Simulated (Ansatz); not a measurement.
(KCl)2 ring (K2Cl2). Total charge 0; singlet. Geometry PBE0-D4/def2-TZVP; atoms count from 1.

```tsv
atom	x (Å)	y (Å)	z (Å)
K1	1.083	-1.015	-1.283
Cl2	-1.591	-1.355	-0.272
K3	-1.083	1.015	1.283
Cl4	1.592	1.354	0.272
```

Estimate the Mulliken populations from the PBE0/def2-TZVP orbitals of Ansatz.


| atom | charge (e) |
| --- | --- |
| K1 | 0.71 |
| Cl2 | -0.71 |
| K3 | 0.71 |
| Cl4 | -0.71 |
Mulliken values depend strongly on the basis.
